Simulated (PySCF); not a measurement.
# Functional benchmark on one molecule

Molecule: SMILES N#Cc1cccnc1, C₆H₄N₂.

Atoms are numbered as in `[N:1]#[C:2][c:3]1[cH:4][cH:5][cH:6][n:7][cH:8]1`. Hydrogens are named by the atom that carries them.

Geometry PBE0-D3(BJ)/def2-SVP throughout; GIAO in PySCF 2.14.0 with density-fitted response routines, gas phase, one conformer, non-relativistic; equivalent atoms averaged; basis pcSseg-1.

Reference values (estimated from measurements, as parent shift plus tabulated substituent increments; solution, not stated per compound (mostly CDCl3 or CCl4); Pretsch, Buehlmann, Badertscher, Structure Determination of Organic Compounds, 4th ed. (2009)): δ(C8) = 153.4 ppm, δ(C3) = 109.9 ppm, δ(C4) = 140.1 ppm, δ(C5) = 124.2 ppm, δ(C6) = 154.0 ppm, δ(H(C8)) = 8.91 ppm, δ(H(C4)) = 8.00 ppm, δ(H(C5)) = 7.50 ppm. Computed shifts are taken against TMS, calculated as an isolated molecule at each level.

**Question.** How do the functionals HF, LDA, PBE, BP86, B97-D, B3LYP, PBE0, WP04, LC-wPBE perform against the reference? Times are CPU seconds on shared hosts with different chips, so compare them loosely; the GGAs took longer than the global hybrids here, which isn't the general rule, and the cause wasn't traced.

**Answer.** 
```tsv
functional	kind	C8	C3	C4	C5	C6	H(C8)	H(C4)	H(C5)	mean abs. error C	mean abs. error H	core-s
HF	Hartree–Fock	165.6	112.9	154.1	125.6	163.9	9.21	8.33	7.33	8.1	0.27	6.7
LDA	LDA	163.0	117.5	147.6	131.8	160.6	9.03	7.82	7.34	7.8	0.15	24
PBE	GGA	156.9	112.7	142.1	126.2	154.4	8.91	7.72	7.20	2.1	0.19	22
BP86	GGA	156.9	112.6	142.1	126.1	154.4	8.90	7.72	7.19	2.1	0.20	22
B97-D	GGA	152.6	108.9	138.2	122.0	150.1	8.81	7.65	7.09	2.0	0.29	22
B3LYP	global hybrid	160.5	115.3	146.3	128.5	158.3	8.90	7.78	7.20	5.5	0.18	14
PBE0	global hybrid	160.1	114.7	146.0	127.9	158.0	9.02	7.93	7.35	5.0	0.11	14
WP04	global hybrid	160.3	114.7	146.1	127.6	157.8	8.73	7.63	7.06	5.0	0.33	14
LC-wPBE	range-separated hybrid	166.3	119.7	153.4	132.3	164.7	9.11	8.13	7.49	11.0	0.11	33
```

For $^{13}$C the closest is B97-D (2.0 ppm, with BP86, PBE practically level) and the furthest LC-wPBE (11.0 ppm).

For $^{1}$H the closest is PBE0 (0.11 ppm, with LC-wPBE practically level) and the furthest WP04 (0.33 ppm). One molecule is a small sample, and vibrational and solvent effects are absent from the calculation.
